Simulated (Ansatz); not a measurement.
A made-up structure of CH5GeO (charge +1), closed shell:

```
8
angstrom
C -0.6265 1.1912 -0.7516
O -0.5430 -0.0233 -0.6340
Ge 0.5307 -1.0648 0.6375
H -1.2858 1.5908 -1.5285
H -0.0633 1.8758 -0.1047
H 1.2033 0.0688 1.4058
H 1.3819 -1.8327 -0.3588
H -0.9858 1.0935 0.2409
```

It is relaxed with PBE-D4/def2-SVP and then PBE0-D4/def2-TZVP (Ansatz 0.2.0). Atoms count as bonded within 1.22 times the sum of their covalent radii (H–H: 0.88 Å). The end point is not checked to be a true minimum.

**Question.** Does its bonding change? (A judgement: the text doesn't fix the answer.)

**Answer.** Computed: No: no bond forms or breaks.

Where it ends: The first stage lowers the energy by 4.42 eV in 11 steps. It ends as CH₅GeO ([CH3][O][GeH2]), total charge +1:
```
atom    x (Å)    y (Å)    z (Å)
  C1  -0.8403   1.2624  -0.4851
  O2  -0.3863  -0.1061  -0.5487
 Ge3   0.9148  -0.8088   0.2637
  H4  -0.7968   1.6592  -1.4981
  H5  -0.2269   1.8647   0.1873
  H6   1.7455   0.0692   1.1923
  H7   1.0744  -2.2803  -0.0649
  H8  -1.8728   1.2390  -0.1400
```

Labels in which every atom is bracketed show which atoms are joined, not bond orders.

For scale, one of the runs: PBE0-D4/def2-TZVP relaxation, 140 basis functions, launched by `ansatz run in.yaml --threads 2 --pin off --events-out ev --progress --plain --max-ram 4352MiB`. Hardware: 2 CPU threads of an Arm Neoverse V1, shared host. Wall time about 30 s.
